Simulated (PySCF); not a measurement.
**`c1cc(SC)c(C(=O)c2ccccc2)cc1`, C14H12OS**

Geometry:
```json
{"atom": "C1", "x (Å)": "-3.627", "y (Å)": "-2.392", "z (Å)": "-1.479"}
{"atom": "S2", "x (Å)": "-1.860", "y (Å)": "-1.909", "z (Å)": "-1.497"}
{"atom": "C3", "x (Å)": "-1.872", "y (Å)": "-0.406", "z (Å)": "-0.607"}
{"atom": "C4", "x (Å)": "-3.044", "y (Å)": "0.263", "z (Å)": "-0.257"}
{"atom": "C5", "x (Å)": "-2.995", "y (Å)": "1.467", "z (Å)": "0.414"}
{"atom": "C6", "x (Å)": "-1.776", "y (Å)": "2.043", "z (Å)": "0.750"}
{"atom": "C7", "x (Å)": "-0.607", "y (Å)": "1.393", "z (Å)": "0.424"}
{"atom": "C8", "x (Å)": "-0.634", "y (Å)": "0.163", "z (Å)": "-0.237"}
{"atom": "C9", "x (Å)": "0.584", "y (Å)": "-0.554", "z (Å)": "-0.617"}
{"atom": "O10", "x (Å)": "0.532", "y (Å)": "-1.477", "z (Å)": "-1.417"}
{"atom": "C11", "x (Å)": "1.877", "y (Å)": "-0.153", "z (Å)": "-0.005"}
{"atom": "C12", "x (Å)": "2.997", "y (Å)": "-0.035", "z (Å)": "-0.823"}
{"atom": "C13", "x (Å)": "4.223", "y (Å)": "0.301", "z (Å)": "-0.280"}
{"atom": "C14", "x (Å)": "4.347", "y (Å)": "0.493", "z (Å)": "1.086"}
{"atom": "C15", "x (Å)": "3.242", "y (Å)": "0.348", "z (Å)": "1.909"}
{"atom": "C16", "x (Å)": "2.008", "y (Å)": "0.032", "z (Å)": "1.368"}
{"atom": "H17", "x (Å)": "-4.220", "y (Å)": "-1.717", "z (Å)": "-2.087"}
{"atom": "H18", "x (Å)": "-3.644", "y (Å)": "-3.383", "z (Å)": "-1.922"}
{"atom": "H19", "x (Å)": "-4.001", "y (Å)": "-2.442", "z (Å)": "-0.462"}
{"atom": "H20", "x (Å)": "-4.006", "y (Å)": "-0.143", "z (Å)": "-0.523"}
{"atom": "H21", "x (Å)": "-3.917", "y (Å)": "1.970", "z (Å)": "0.665"}
{"atom": "H22", "x (Å)": "-1.748", "y (Å)": "2.996", "z (Å)": "1.257"}
{"atom": "H23", "x (Å)": "0.346", "y (Å)": "1.841", "z (Å)": "0.662"}
{"atom": "H24", "x (Å)": "2.889", "y (Å)": "-0.202", "z (Å)": "-1.884"}
{"atom": "H25", "x (Å)": "5.086", "y (Å)": "0.405", "z (Å)": "-0.922"}
{"atom": "H26", "x (Å)": "5.306", "y (Å)": "0.747", "z (Å)": "1.512"}
{"atom": "H27", "x (Å)": "3.342", "y (Å)": "0.480", "z (Å)": "2.976"}
{"atom": "H28", "x (Å)": "1.151", "y (Å)": "-0.100", "z (Å)": "2.013"}
```

Computed with quadratic response BHandHLYP/def2-SVPD first hyperpolarisability, Taylor convention, gas phase (PySCF 2.14.0). Geometry: GFN2-xTB.

Problem. Give the tensor of the second harmonic β(−2ω;ω,ω) at 1340 nm in the axes of these coordinates.

Solution. In au, Taylor convention; rows are the first index (the induced dipole):
```tsv
	xx	yy	zz	xy	xz	yz
x	-249.7	-110.9	-11.4	+79.1	+73.5	-45.8
y	+75.9	-219.1	-68.4	-113.1	-45.9	-147.0
z	+72.4	-145.9	-17.8	-44.9	-10.4	-70.6
```
Norm of βᵢ = ⅓ Σⱼ (βᵢⱼⱼ + βⱼᵢⱼ + βⱼⱼᵢ): 437.9 au, hyper-Rayleigh value 201.9 au.
